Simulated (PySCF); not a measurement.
Isomers C$_{6}$H$_{8}$NOP:

A. SMILES c1c([P@@H](C)=O)nccc1
B. `COc1nccpc1C`
C. `CC(=O)c1pccn1C`
D. `Cc1c(OC)pcnc1`

Spectrum 1. 13C{1H} NMR (computed): δ 169.3 (C), 159.8 (C), 155.1 (CH), 145.0 (CH), 55.6 (CH3), 23.9 (CH3).

Spectrum 2. 13C{1H} NMR (computed): δ 195.4 (C), 165.9 (C), 141.5 (CH), 138.5 (CH), 42.5 (CH3), 31.0 (CH3).

Spectrum 3. 13C{1H} NMR (computed): δ 209.4 (C), 185.4 (CH), 155.5 (CH), 126.8 (C), 59.2 (CH3), 18.3 (CH3).

Spectrum 4. 13C{1H} NMR (computed): δ 164.5 (C), 155.1 (CH), 142.3 (CH), 134.3 (CH), 130.1 (CH), 18.2 (CH3).

Fast rotation and ring inversion assumed for equivalent nuclei, no solvent, single conformer, relativity neglected. σ from GIAO-PBE0/pcSseg-1; geometry from GFN2-xTB; PySCF 2.14.0 with density-fitted response routines.

Referencing at the same level of theory: 13C vs TMS. Splittings of carbon signals by F and P are missing where no couplings were computed. Shifts are as computed. Against solution values, carbons near 30 ppm lie about +3 ppm off and those near 130 ppm about +5 ppm. Of 1211 compounds with measured shifts, 218 miss one by over three times the rms of a fit or turn the order of signals round; such compounds aren't used in these exercises.

Q: Match each spectrum to its structure.

A: 1–B, 2–C, 3–D, 4–A.

- Spectrum 1 (B): 6 13C signals; δC 169.3 is an aromatic carbon bearing oxygen; δC 155.1 is an aromatic CH next to a ring nitrogen.
- Spectrum 2 (C): 6 13C signals; δC 195.4 is a ketone carbonyl carbon; δC 141.5 is an aromatic CH next to a ring nitrogen.
- Spectrum 3 (D): 6 13C signals; δC 209.4 is an aromatic carbon bearing oxygen; δC 185.4 is an aromatic CH next to a ring nitrogen.
- Spectrum 4 (A): 6 13C signals; δC 155.1 is an aromatic CH next to a ring nitrogen; δC 134.3 is an aromatic CH.
